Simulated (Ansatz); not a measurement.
Species: C5H10O (charge 0, singlet). SMILES: CCCC(C)=O
Coordinates optimised at B3LYP-D3(BJ)/def2-TZVP (Ansatz, an electronic-structure program):
```
C
H 1 1.0969
H 1 1.0969 2 104.81
C 1 1.5174 2 107.70 3 -114.42
O 4 1.2093 1 122.14 2 -124.16
C 4 1.5133 5 121.64 1 -179.98
H 6 1.0875 4 110.03 5 -0.64
H 6 1.0928 7 109.74 4 121.52
H 6 1.0929 7 109.67 8 117.14
C 1 1.5219 2 110.82 3 119.57
H 10 1.0919 1 109.04 2 179.51
H 10 1.0919 11 105.70 1 117.10
C 10 1.5257 11 110.21 12 119.05
H 13 1.0912 10 111.18 11 -58.14
H 13 1.0930 14 107.66 10 122.18
H 13 1.0930 14 107.66 15 115.65
```

PBE beside other levels, property by property. Cores are frozen in the correlated levels unless marked. UHF or UKS for open shells. Spin-orbit coupling is left out. Non-relativistic. Basis-set limits of correlation are two-point, X^-3; Hartree-Fock from the larger set. The bracket is a focal-point correction in the basis named. Vertical energies are electronic, to the SCF solution reached for that spin. The coupled-cluster column (Ansatz) is a level with limits of its own: RI-MP2/CBS(aug-cc-pVTZ,aug-cc-pVQZ)+[CCSD(T)-MP2]/aug-cc-pVTZ.

```csv
property,PBE/def2-TZVPD (Ansatz),PBE0/def2-TZVPD (Ansatz),B2PLYP-D3(BJ)/def2-TZVPD (Ansatz + dftd3),CCSD(T)/aug-cc-pVDZ (Ansatz),coupled cluster
vertical ionisation energy to the doublet (eV),9.09,9.31,9.48,9.42,9.68
vertical triplet-singlet gap (eV),3.85,3.82,4.11,4.21,4.26
```

As the rows show:
- vertical ionisation energy to the doublet: PBE lies 0.59 eV below coupled cluster.
- vertical triplet-singlet gap: PBE lies 0.41 eV below coupled cluster.
